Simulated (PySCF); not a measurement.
## Relaxation of sextet RuOBr

All numbers come from PySCF, UPBE0, basis Ru def2-TZVP with ECP28, O def2-TZVP, Br def2-TZVP (scalar-relativistic core potentials, no spin–orbit coupling, density fitting). A (50,194) grid was used.

A hand-made bent start, of Cs symmetry, held to at least that symmetry:

```xyz
3
charge 0 multiplicity 6, angstrom
Ru   -0.6712    0.0000   -0.6294
O    -2.0719    0.0000    0.3514
Br    1.2866    0.0000    0.7414
```

Problem. What forces act on the atoms at the start (eV/Å)?

Solution. 
```csv
atom,Fx,Fy,Fz
Ru1,1.27,0.00,-0.58
O2,-1.95,0.00,0.64
Br3,0.68,0.00,-0.06
```

Problem. What does it relax to?

Solution. It ends at Cs with Ru–Br 2.425 Å, Ru–O 1.757 Å; Br–Ru–O 155.1° (after a last refinement on a finer grid). A frequency run shows a minimum. Other isomers or separated fragments may lie lower.

Problem. How much energy is released, and in how many steps?

Solution. 38.8 kJ/mol in 9 steps.

Other spin states or occupations of the open shell can lie lower. At this level a doublet minimum of Cs symmetry lies 45 kJ/mol below this structure.

The relaxation took 26 s on 4 threads of a shared Arm Neoverse V2 host, with 119 basis functions and 10 gradients; the process peaked at 0.6 GiB.
